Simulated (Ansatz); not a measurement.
Saddle point of Si2NH8F3, closed shell (Si₂NH₇F₂ ([NH3][SiH]([F])([F])[SiH3]) + HF → SiNH₄F₃ ([NH3][SiH]([F])([F])[F]) + SiH₄; bonds formed: Si1–F9, Si2–H8; bonds broken: Si1–Si2, H8–F9), PBE0-D4/def2-TZVP structure:

```
14
angstrom
Si -0.0837 -0.1108 -0.4152
Si -0.7967 -0.7329 2.0168
F -0.8549 -1.2824 -1.2250
F 1.3024 -0.9431 -0.1888
H -1.1626 0.9115 -0.5035
H 1.1448 1.5973 -1.7305
N 0.7699 0.6902 -1.9928
H 0.2921 0.6285 1.2635
F 0.8822 1.3549 0.6396
H -1.9495 0.0365 2.5631
H -1.3175 -2.0312 1.5059
H 0.1455 -1.0407 3.1305
H 1.5329 0.1073 -2.3236
H 0.0950 0.8150 -2.7402
```

Energies are electronic, without zero-point energy. Barriers and step energies count from the start structure reached by relaxing down the imaginary mode; all methods use the PBE0-D4 structures, on which another method's saddle can fall below an end. Ansatz 0.2.0; basis: def2-TZVPP, with def2-QZVPP for the basis limit; cores frozen in the correlated methods. B3LYP uses VWN-RPA correlation. Extrapolation: Hartree–Fock as exp(−7.88 √X), correlation as X^−2.97.

```
      method  barrier (kJ/mol)  step energy (kJ/mol)
       SPW92              37.2                -146.7
      PBE-D4              73.7                -144.3
     BLYP-D4              91.6                -162.3
   r2SCAN-D4              74.1                -171.2
      B97M-V              91.2                -172.9
     PBE0-D4              87.8                -155.4
    B3LYP-D4             100.4                -170.6
  r2SCAN0-D4              86.9                -175.0
    BHLYP-D4             116.4                -184.2
CAM-B3LYP-D4              98.3                -180.8
     wB97X-V              97.4                -173.7
     wB97M-V              91.8                -178.2
      B2PLYP                 ?                -180.3
    PBE-QIDH              97.0                -172.2
  RPA on PBE             102.0                -179.8
          HF                 ?                -209.1
         MP2                 ?                -182.9
        CCSD             115.2                -182.8
     CCSD(T)             104.3                -178.1
```

**Question.** Fill in the withheld barriers. (To be estimated.)

**Answer.** By the calculation: MP2 99.1; B2PLYP 103.7; HF 165.7 kJ/mol. Each is the energy of the saddle less that of the start structure, by the same method.

For comparison, the barrier by CCSD(T) at an estimated basis limit (MP2 extrapolated from triple and quadruple zeta, plus CCSD(T) − MP2 in triple zeta) is 104.9 kJ/mol.

T1 diagnostic: at most 0.013.

Labels in which every atom is bracketed show which atoms are joined, not bond orders.

For scale, one of the runs: CCSD(T)/def2-TZVPP, 320 basis functions, launched by `ansatz run in.yaml --threads 5 --pin off --events-out ev --progress --plain --max-ram 66560MiB --backend cuda --devices 0, --max-vram 37GiB`. Time: 21 s of wall clock on 5 CPU threads of an AMD EPYC 7R13 and a share of one NVIDIA H100; the host was shared. Peak host memory: 0.83 GiB.
